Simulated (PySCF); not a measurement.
## How methods differ on the excitation energy of Ta²⁺

Ta²⁺ [Xe] 4f14 5d3 (4F) → Ta²⁺ [Xe] 4f14 5d2 6s1 (4F), as a difference of total energies. Calculation: PySCF 2.14, in aug-cc-pVDZ-PP with ECP60MDF; scalar relativity through the core potential. Correlated levels: valence: 5s2 5p6 frozen. The calculations carry no spin-orbit coupling.

| method | excitation energy (eV) |
| --- | --- |
| UHF | 0.846 |
| MP2 (valence) | 0.863 |
| SCS-MP2 (valence) | 0.852 |
| CCSD (valence) | 0.858 |
| CCSD(T) (valence) | 0.858 |
